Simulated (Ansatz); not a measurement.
`[OH][In]([F])[SH]` → F• + `[OH][In][SH]`•  (homolysis of the F–In bond)

Computed with Ansatz on PBE0-D4/def2-TZVP structures; ΔE is electronic, products minus reactants. CCSD(T)/CBS adds triple-zeta CCSD(T) − MP2 to the extrapolated MP2 energy (def2 sets, frozen cores). This one scheme is used for every species, atoms too. DFT in def2-TZVPP. B3LYP here is the variant with VWN-RPA as its local correlation; programs differ in this. Open shells (•) are unrestricted, without spin–orbit coupling. Spin–orbit coupling would lower the free atoms: a little for F. def2 core potentials past Kr. Bonds to In are less sure, by a few kJ/mol each and by 10 to 20 or more in all where they break to atoms, as the def2 sets lack core-valence functions. One conformer a species, not always the lowest.

```json
{"level": "PBE-D4", "ΔE (kcal/mol)": "110.6", "difference from CCSD(T)/CBS": "-3.1"}
{"level": "r2SCAN-D4", "ΔE (kcal/mol)": "107.5", "difference from CCSD(T)/CBS": "-6.2"}
{"level": "PBE0-D4", "ΔE (kcal/mol)": "106.0", "difference from CCSD(T)/CBS": "-7.7"}
{"level": "B3LYP-D4", "ΔE (kcal/mol)": "105.3", "difference from CCSD(T)/CBS": "-8.4"}
{"level": "ωB97X-V", "ΔE (kcal/mol)": "112.1", "difference from CCSD(T)/CBS": "-1.6"}
{"level": "ωB97M-V", "ΔE (kcal/mol)": "110.4", "difference from CCSD(T)/CBS": "-3.3"}
{"level": "B2PLYP", "ΔE (kcal/mol)": "107.9", "difference from CCSD(T)/CBS": "-5.8"}
{"level": "PBE", "ΔE (kcal/mol)": "110.3", "difference from CCSD(T)/CBS": "-3.4"}
{"level": "r2SCAN", "ΔE (kcal/mol)": "107.4", "difference from CCSD(T)/CBS": "-6.3"}
{"level": "PBE0", "ΔE (kcal/mol)": "105.7", "difference from CCSD(T)/CBS": "-8.0"}
{"level": "B3LYP", "ΔE (kcal/mol)": "104.7", "difference from CCSD(T)/CBS": "-9.0"}
{"level": "HF/def2-TZVPP", "ΔE (kcal/mol)": "72.5", "difference from CCSD(T)/CBS": "-41.2"}
{"level": "MP2/def2-TZVPP", "ΔE (kcal/mol)": "115.8", "difference from CCSD(T)/CBS": "2.1"}
{"level": "SCS-MP2/def2-TZVPP", "ΔE (kcal/mol)": "112.4", "difference from CCSD(T)/CBS": "-1.3"}
{"level": "CCSD/def2-TZVPP", "ΔE (kcal/mol)": "105.5", "difference from CCSD(T)/CBS": "-8.2"}
{"level": "CCSD(T)/def2-TZVPP", "ΔE (kcal/mol)": "108.1", "difference from CCSD(T)/CBS": "-5.6"}
{"level": "HF/def2-QZVPP", "ΔE (kcal/mol)": "73.2", "difference from CCSD(T)/CBS": "-40.5"}
{"level": "MP2/def2-QZVPP", "ΔE (kcal/mol)": "119.2", "difference from CCSD(T)/CBS": "5.5"}
{"level": "SCS-MP2/def2-QZVPP", "ΔE (kcal/mol)": "116.0", "difference from CCSD(T)/CBS": "2.3"}
{"level": "CCSD/def2-QZVPP", "ΔE (kcal/mol)": "109.0", "difference from CCSD(T)/CBS": "-4.7"}
{"level": "CCSD(T)/def2-QZVPP", "ΔE (kcal/mol)": "111.9", "difference from CCSD(T)/CBS": "-1.8"}
{"level": "HF/CBS(def2)", "ΔE (kcal/mol)": "73.3", "difference from CCSD(T)/CBS": "-40.4"}
{"level": "MP2/CBS(def2)", "ΔE (kcal/mol)": "121.4", "difference from CCSD(T)/CBS": "7.7"}
{"level": "CCSD/CBS(def2)", "ΔE (kcal/mol)": "111.1", "difference from CCSD(T)/CBS": "-2.6"}
{"level": "CCSD(T)/CBS", "ΔE (kcal/mol)": "113.7", "difference from CCSD(T)/CBS": "0"}
```

Largest T1 diagnostic among the species: 0.020.

From PBE to PBE0 (25 % exact exchange), in def2-TZVPP and without D4, ΔE moves by −4.6 kcal/mol: exact exchange takes away binding that semilocal exchange gives to molecules. In def2-TZVPP, CCSD(T) changes the Hartree–Fock value by +35.6 kcal/mol (the triples alone add +2.6 kcal/mol) and MP2 by +43.3 kcal/mol; breaking electron pairs costs correlation energy, which Hartree–Fock lacks.

CCSD(T)/CBS has its own doubt, a few kJ/mol and more with outer-core shells, so smaller differences from it don't rank the levels.
